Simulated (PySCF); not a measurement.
# One molecule, several mistakes: AlBClHO

Calculated results; nothing here was measured. The program is PySCF 2.14.0, an open-source quantum chemistry code, run on an isolated molecule that a program drew, which may never have been made. The molecule is AlBClHO (charge 0, singlet), drawn as the SMILES string `O=[B][AlH][Cl]`.

Each row is a Hartree-Fock (HF) and frozen-core CCSD(T) single point in the cc-pV(D+d)Z basis, meant for a local HF minimum. Run 1 is clean. Each other run has one planted mistake out of seven kinds, and not every kind appears here: one electron removed, one electron added, multiplicity raised by two, geometry at a saddle point, minimal basis STO-3G, one bond length entered in bohr, all coordinates scaled. The reference is restricted for singlets and unrestricted otherwise, and also for a bond in bohr. Adding or removing an electron swaps singlet and doublet. Electrons count all cores. HOMO and LUMO are orbital energies over both spins, the gradient is its largest component, and the lowest frequency (negative if imaginary) is given only where the gradient is small. Bond lengths are over the 4 bonds as drawn. T1 is the CCSD diagnostic: over 0.02 (restricted) or 0.045 (unrestricted) a single reference is doubtful.

Geometry of the clean run:
```xyz
5
AlBClHO, angstrom
O     0.6363   -1.9427    3.2029
B     0.4382   -0.9447    2.5919
Al    0.0512    0.8275    1.4885
Cl    1.5436    2.3057    1.5235
H    -1.2627    1.0597    0.6793
```

```
run  electrons  basis functions  <S^2>  HOMO (eV)  LUMO (eV)  gradient (hartree/bohr)  lowest frequency (cm^-1)  mean bond (Å)  longest bond (Å)      T1  HF (hartree)  CCSD(T) (hartree)                 mistake
  1         44               79  0.000     -12.41       0.17                  2.1e-05                       112         1.7428             2.123  0.0179    -801.68355         -802.17846                no fault
  2         44               29  0.000      -9.59       6.43                  3.6e-02                         -         1.7428             2.123  0.0182    -792.53704         -792.70836    minimal basis STO-3G
  3         43               79  0.852     -17.90     -10.61                  5.6e-02                         -         1.7428             2.123  0.0592    -801.25776         -801.75873    one electron removed
  4         45               79  0.765      -0.71       6.50                  3.6e-02                         -         1.7428             2.123  0.0168    -801.69313         -802.19473      one electron added
  5         44               79  0.000     -12.41       0.04                  4.4e-02                         -         1.7847             2.174  0.0190    -801.68035         -802.17848  all coordinates scaled
  6         44               79  0.968      -9.04       0.16                  1.0e-02                         -         2.2151             4.012  0.0330    -801.57214         -802.04294                       ?
```

**Which mistake was planted in run 6, and what did it cost?**

The mean bond changes by a factor of 1.271 and the longest by 1.890, so the molecule wasn't scaled as a whole. A length L in bohr read as angstrom grows by (1/0.5292 - 1) L = 0.890 L. The 4 bonds together grew by 4 x 0.4723 = 1.889 Å, which gives L = 2.123 Å. That is bond B2-Al3, 2.123 Å in the clean geometry. So the mistake is: one bond length entered in bohr. Subtracting run 1 and multiplying by 627.51 kcal/mol a hartree, the energy moved by 69.9 kcal/mol in HF and 85.0 kcal/mol in CCSD(T).

Cautions from the logs. Run 3: T1 is over the limit, so its CCSD(T) energy is less reliable.
